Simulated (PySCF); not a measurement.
Dipole moment and polarisability of `O=S1(=O)C[C@@H](F)CC=C1F`

C₅H₆F₂O₂S.
SMILES with atom numbers: `[O:1]=[S:2]1(=[O:3])[CH2:4][C@@H:5]([F:6])[CH2:7][CH:8]=[C:9]1[F:10]` (hydrogens: H11, H12 on C4; H13 on C5; H14, H15 on C7; H16 on C8)

Geometry (PBE0-D3(BJ)/def2-SVP, Å), atoms numbered from 1 in this order:
```xyz
16
C5H6F2O2S angstrom
O      2.5339   -0.4351    1.1149
S      1.5268   -0.5429    0.0727
O      1.7670   -1.3337   -1.1280
C     -0.0296   -1.0715    0.7813
C     -1.1611   -0.7751   -0.1843
F     -2.3025   -1.3930    0.2640
C     -1.4210    0.7153   -0.3060
C     -0.1954    1.5306   -0.5766
C      1.0621    1.1160   -0.4373
F      2.1137    1.8740   -0.6852
H     -0.1478   -0.5583    1.7470
H      0.0906   -2.1524    0.9459
H     -0.9019   -1.2020   -1.1685
H     -2.1658    0.8907   -1.0980
H     -1.8913    1.0579    0.6339
H     -0.3300    2.5678   -0.9000
```

Level: CAM-B3LYP/def2-SVPD (PySCF), static field, nuclei fixed, core orbitals frozen in the response. The polarisability tensor in these axes (au):

```
x   96.99 -4.15  2.07
y   -4.15 81.02 -4.08
z    2.07 -4.08 69.85
```

What are the eigenvalues, a third of the trace, and Δα (Δα² = ½Σ(αi − αj)² over the three pairs)?

Principal values 68.50, 81.03 and 98.33 au; mean 82.62 au = 12.24 Å³ = 13.62 × 10⁻⁴⁰ C²·m²/J; Δα = 25.94 au (31 % of the mean).

What is the dipole moment, and where does it point?

(-4.41, 2.20, 0.19) D, 4.94 D in size, pointing from the negative to the positive side. Measured along this direction, the outermost atoms are O1 at the negative end and H14 and H15 at the positive end.

Find the Langevin capture rate constant for NH4+ (18.034 u) meeting this molecule (168.006 u), k = 2.342 × 10⁻⁹ cm³/s × √(α in Å³ / reduced mass in u).

The reduced mass is 16.29 u, so k = 2.03 × 10⁻⁹ cm³/s. The formula leaves out the permanent dipole, which adds to the capture rate.

What are the principal values of the traceless quadrupole moment, Θ = ½Σq(3rr − r²1), about the centre of nuclear charge?

-12.14, 0.59, 11.55 D·Å. The values depend on the origin, since the dipole doesn't vanish. The electronic extent ⟨r²⟩ about the same centre is 1497 bohr², a root-mean-square distance of 2.21 Å for the 86 electrons.

What depolarisation ratio follows for Rayleigh scattering of linearly polarised light, taking the static tensor?

ρ = 3Δα²/(45ᾱ² + 4Δα²) = 2018.4/(307177 + 2691.2) = 0.00651.

The structure is a single PBE0-D3(BJ)/def2-SVP conformer in the gas phase; no vibrational or solvent corrections.
